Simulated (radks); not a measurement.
Effect of the nuclear size on neutral dysprosium, [Xe] 4f10 6s2. Calculated with a radial shooting solver on a logarithmic mesh with Libxc functionals: Dirac Kohn-Sham, relativistic LDA (MacDonald-Vosko exchange, VWN5 correlation), spin-unpolarised, spherical densities, finite nucleus; open shells are shared between the two j in proportion to 2j + 1; Fermi nuclear charge, rms radius 5.2218 fm. The rms radius is varied about that value; shifts are against it.

rms radius (fm),total energy shift (eV),density at nucleus (e/bohr^3),1s1/2 shift (meV),2s1/2 shift (meV),5s1/2 shift (meV),5p1/2 shift (meV),6s1/2 shift (meV),4f7/2 shift (meV),6p1/2 (empty) shift (meV)
4.5064,-6.61,7.602e+05,-2700,-354,-2.68,0.313,-0.111,0.514,0.100
4.8093,-3.90,7.469e+05,-1590,-209,-1.58,0.185,-0.065,0.303,0.059
5.2218,0,7.304e+05,0.000,0.000,0.000,0.000,0.000,0.000,0.000
5.7283,5.11,7.123e+05,2090,274,2.07,-0.242,0.085,-0.397,-0.077
6.2401,10.6,6.959e+05,4340,569,4.29,-0.502,0.177,-0.825,-0.160

Slopes of the eigenvalues against <r^2> in GHz/fm^2, as finite differences over the two radii next to the reference (eigenvalue slopes, not the field-shift constants of lines): 1s1/2 91900, 2s1/2 12100, 5s1/2 91.0, 5p1/2 -10.6, 6s1/2 3.76, 4f7/2 -17.5, 6p1/2 (empty) -3.40.
